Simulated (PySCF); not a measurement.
Job file and geometry (Å, from GFN2-xTB) of an NMR shielding run on SMILES CB(C)[C@@H]1COCCC1=O, C7H13BO2, GIAO PBE0/pcSseg-1 NMR shielding, non-relativistic, gas phase in PySCF 2.14.0, density-fitted response routines; density fitting, a coarse starting grid and PySCF grid level 2 are the driver's defaults:

```
$ OMP_NUM_THREADS=1 python probes_run.py task.json out

{"job": {"kind": "nmr", "xc": "PBE0", "basis": "pcSseg-1"}, "charge": 0, "multiplicity": 1}
C     -2.654810     0.663752     0.080881
B     -1.339861    -0.171332    -0.128893
C     -1.258523    -1.686490     0.278338
C     -0.092211     0.602734    -0.776792
C      0.963918    -0.277046    -1.477225
O      1.728484    -1.053818    -0.590092
C      2.432515    -0.257982     0.326181
C      1.480965     0.563157     1.205542
C      0.537459     1.380958     0.353546
O      0.284695     2.538636     0.582153
H     -3.348793     0.232722     0.798147
H     -3.189682     0.741912    -0.866551
H     -2.439327     1.686671     0.385166
H     -1.993255    -2.260440    -0.286818
H     -0.287309    -2.145306     0.118296
H     -1.528696    -1.825383     1.325007
H     -0.461257     1.337380    -1.499582
H      1.630822     0.370233    -2.070126
H      0.477952    -0.985311    -2.151677
H      3.116659     0.421688    -0.205791
H      3.023065    -0.946104     0.935514
H      2.040652     1.217657     1.874430
H      0.871787    -0.121307     1.800423
```

**Question.** Write the output of this run.

**Answer.** 
```
coarse grid: 18920 points
cycle   1  E = -449.0212900974  dE =  1.380e+00  |g| = 9.796e-01  |ddm| = 4.237e+00
cycle   2  E = -448.6182901986  dE =  4.030e-01  |g| = 1.759e+00  |ddm| = 2.640e+00
cycle   3  E = -449.1983039546  dE = -5.800e-01  |g| = 2.871e-01  |ddm| = 2.017e+00
cycle   4  E = -449.2156473739  dE = -1.734e-02  |g| = 7.666e-02  |ddm| = 3.015e-01
cycle   5  E = -449.2165865411  dE = -9.392e-04  |g| = 3.136e-02  |ddm| = 8.350e-02
cycle   6  E = -449.2167652881  dE = -1.787e-04  |g| = 6.652e-03  |ddm| = 2.891e-02
cycle   7  E = -449.2167732466  dE = -7.959e-06  |g| = 1.397e-03  |ddm| = 6.225e-03
final grid: 181920 points
cycle   8  E = -449.2946100718  dE = -4.298e-05  |g| = 1.698e-02  |ddm| = 3.831e-02
cycle   9  E = -449.2944869800  dE =  1.231e-04  |g| = 3.067e-02  |ddm| = 3.598e-02
cycle  10  E = -449.2946649329  dE = -1.780e-04  |g| = 3.837e-03  |ddm| = 2.558e-02
cycle  11  E = -449.2946677363  dE = -2.803e-06  |g| = 5.044e-04  |ddm| = 2.978e-03
cycle  12  E = -449.2946677732  dE = -3.690e-08  |g| = 2.168e-04  |ddm| = 5.712e-04
cycle  13  E = -449.2946677823  dE = -9.143e-09  |g| = 3.376e-05  |ddm| = 2.279e-04
cycle  14  E = -449.2946677826  dE = -2.418e-10  |g| = 9.763e-06  |ddm| = 4.934e-05
converged SCF energy = -449.2946677826

GIAO shielding tensors (ppm)
atom      isotropic    diamagn.    paramagn.     s11        s22        s33       span
  0 C      172.228     253.203     -80.975    150.548    178.975    187.161     36.613
  1 B       11.765     187.996    -176.230    -57.310    -21.156    113.763    171.073
  2 C      173.347     254.047     -80.701    151.257    182.146    186.638     35.381
  3 C      118.999     257.017    -138.018     70.933    124.145    161.919     90.986
  4 C      113.690     244.367    -130.676     80.392     98.759    161.921     81.529
  5 O      283.361     397.209    -113.848    233.518    290.344    326.221     92.703
  6 C      114.954     244.181    -129.226     81.741     97.048    166.074     84.333
  7 C      138.301     254.543    -116.242    122.255    131.420    161.228     38.973
  8 C      -20.658     250.514    -271.172   -107.551    -63.009    108.586    216.137
  9 O     -336.620     399.870    -736.490   -908.722   -404.606    303.467   1212.189
 10 H       30.873      30.294       0.578     26.968     29.814     35.837      8.869
 11 H       31.311      29.658       1.653     27.362     29.277     37.295      9.932
 12 H       30.372      31.849      -1.477     25.987     30.314     34.813      8.826
 13 H       30.808      29.759       1.050     26.610     29.046     36.769     10.159
 14 H       29.258      32.753      -3.495     23.901     28.746     35.128     11.226
 15 H       30.798      30.912      -0.114     27.178     29.281     35.935      8.757
 16 H       28.877      35.049      -6.172     25.255     30.138     31.240      5.985
 17 H       27.723      30.158      -2.435     22.145     27.872     33.151     11.006
 18 H       27.216      30.682      -3.466     23.874     26.103     31.672      7.798
 19 H       27.879      28.963      -1.084     22.667     27.501     33.470     10.803
 20 H       27.126      28.128      -1.002     22.615     25.942     32.821     10.206
 21 H       29.637      30.777      -1.140     26.193     28.145     34.575      8.382
 22 H       29.579      32.639      -3.060     26.576     29.730     32.433      5.857
```

Size and cost of the density-fitted run: 235 basis functions, 83 s wall time on 1 thread of an Arm Neoverse V1, shared host; peak memory 1.1 GiB.
